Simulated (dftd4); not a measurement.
C$_{3}$H$_{2}$N (SMILES C=[C]C#N), doublet, at a GFN2-xTB geometry; D4 for pbe (dftd4 4.2.0).

The dftd4 input:
```
$ dftd4 mol.xyz --func pbe --charge 0 --json dftd4.json --noedisp --property

# file mol.xyz
6

C     -0.15895887    -1.79696753     0.01837023
C     -0.04522191    -0.51121592     0.00522611
C      0.07111146     0.80388707    -0.00821806
H     -1.12145639    -2.29501249     0.00644536
H      0.70119490    -2.45587860     0.04212256
N      0.17409677     1.96809562    -0.02011966
```

Problem. What does dftd4 print? Leave out banner, timings and long lists.

Solution. 
```
                    ____  _____ _____     ____  _  _
      -------------|  _ \|  ___|_   _|---|  _ \| || |------------
     |             | | | | |_    | | ___ | | | | || |_           |
     |             | |_| |  _|   | ||___|| |_| |__   _|          |
     |             |____/|_|     |_|     |____/   |_|            |
     |             ===================================           |
     |            E. Caldeweyher, S. Ehlert & S. Grimme          |
     |          Mulliken Center for Theoretical Chemistry        |
     |                    University of Bonn                     |
      -----------------------------------------------------------

Rational (Becke-Johnson) damping: pbe-D4-ATM
---------------------
  s6         1.0000
  s8         0.9595
  s9         1.0000
  a1         0.3857
  a2         4.8069
 alp        16.0000
--------------------

Atomic data, radii in Ångström:
------------------------------------------------------
   Z          R(cov)      r4/r2   hardness         EN
------------------------------------------------------
   6 C        1.0000     1.6431     0.4220     2.5500
   1 H        0.4267     1.0622     0.4726     2.2000
   7 N        0.9467     1.4350     0.5044     3.0400
------------------------------------------------------

Atomic reference systems (in atomic units):
----------------------------------------------------------------------------
   Z        #      CN     q+Z       C6(AA)   #      CN     q+Z       C6(AA)
----------------------------------------------------------------------------
   6 C      1  0.0000  6.0000      49.3833   2  0.9189  5.8288      52.1688
            3  1.9079  5.8579      35.6972   4  2.8312  5.7775      35.8445
            5  3.7487  5.7435      28.6317   6  2.9183  5.8956      32.2504
            7  0.8556  6.2103      25.6194
   1 H      1  0.0000  1.0000       7.6362   2  0.8942  1.0000       3.0374
   7 N      1  0.0000  7.0000      25.3714   2  0.8583  6.6470      32.5496
            3  1.8399  6.6987      28.5877   4  2.5804  6.1757      42.3910
            5  0.9809  7.0000      18.1534
----------------------------------------------------------------------------

Atomic properties (in atomic units):
----------------------------------------------------------------------------
     #    Z              CN          q      C6(AA)        C8(AA)   alpha(0)
----------------------------------------------------------------------------
     1    6 C        2.8318    -0.1314     33.0573      956.0734     9.3917
     2    6 C        1.9629    -0.0259     32.3069      934.3707     9.1683
     3    6 C        1.8918     0.2060     26.7100      772.4997     8.3374
     4    1 H        0.9252     0.1498      1.3930       16.8390     1.8457
     5    1 H        0.9252     0.1498      1.3930       16.8390     1.8457
     6    7 N        0.9119    -0.3483     28.4471      627.5663     7.7197
----------------------------------------------------------------------------

Molecular properties (in atomic units):
----------------------------------------
 molecular C6                 589.0586
 molecular C8               14987.0351
----------------------------------------

Dispersion energy:      -3.1323117228305E-03 Eh

[Info] JSON dump of results written to 'dftd4.json'
```
